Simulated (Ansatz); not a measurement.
Potential energy curve for C3H10Si, SMILES C[SiH](C)C, singlet. The Si1–C11 bond (Si1 also carries C, C, H; C11 carries H, H, H) is varied alone, starting from the PBE0/def2-SVP optimised geometry.

- RKS-PBE = restricted PBE/def2-SVP in Ansatz (a quantum-chemistry and plane-wave program)
- UKS-PBE = unrestricted PBE/def2-SVP (Ansatz)
- RKS-PBE0 = restricted PBE0/def2-SVP (Ansatz)
- UKS-PBE0 = unrestricted PBE0/def2-SVP (Ansatz)

Energies relative to the lowest point of each curve near equilibrium, in kcal/mol; the last columns give the difference from UKS-PBE0:

```
R / Å  RKS-PBE  UKS-PBE  RKS-PBE0  UKS-PBE0  RKS-PBE − UKS-PBE0  UKS-PBE − UKS-PBE0  RKS-PBE0 − UKS-PBE0
-----  -------  -------  --------  --------  ------------------  ------------------  -------------------
1.56      38.5     38.5      37.4      37.4                 1.1                 1.1                  0.0
1.66      15.9     15.9      15.1      15.1                 0.9                 0.9                  0.0
1.76       4.5      4.5       3.9       3.9                 0.5                 0.5                  0.0
1.85       0.4      0.4       0.3       0.3                 0.1                 0.1                  0.0
1.88       0.0      0.0       0.0       0.0                 0.0                 0.0                  0.0
1.95       0.5      0.5       0.8       0.8                -0.4                -0.4                  0.0
2.02       2.4      2.4       3.2       3.2                -0.8                -0.8                  0.0
2.15       8.8      8.8      10.3      10.3                -1.6                -1.6                  0.0
2.28      17.0     17.0      19.5      19.5                -2.4                -2.4                  0.0
2.51      33.3     33.3      37.3      37.3                -4.0                -4.0                  0.0
2.72      47.7     47.7      53.2      53.2                -5.5                -5.5                  0.0
3.08      69.1     69.1      77.1      77.0                -7.9                -7.9                  0.1
3.50      87.9     87.0      98.7      91.4                -3.4                -4.4                  7.3
3.97     102.2     95.1     115.9      97.0                 5.2                -1.9                 18.9
4.61     113.9     98.5     130.9      99.3                14.6                -0.7                 31.6
5.50     121.5     99.7     141.7      99.9                21.6                -0.2                 41.8
```

RKS-PBE is furthest from UKS-PBE0 at 5.50 (21.6 kcal/mol, above); its mean absolute difference over the points is 4.4 kcal/mol.

UKS-PBE is furthest from UKS-PBE0 at 3.08 (-7.9 kcal/mol, below); its mean absolute difference over the points is 2.0 kcal/mol.

RKS-PBE0 is furthest from UKS-PBE0 at 5.50 (41.8 kcal/mol, above); its mean absolute difference over the points is 6.2 kcal/mol.

The restricted form behind RKS-PBE, RKS-PBE0 keeps the bonding electrons paired and can't separate into open-shell fragments. The unrestricted solution behind UKS-PBE changes between 3.50 and 3.97 Å, which can leave a kink. The unrestricted determinant behind UKS-PBE is spin-contaminated at 3.50 to 5.50 Å (<S²> up to 1.0, against 0.00 for a pure singlet). The unrestricted determinant behind UKS-PBE0 is spin-contaminated at 3.08 to 5.50 Å (<S²> up to 1.0, against 0.00 for a pure singlet).
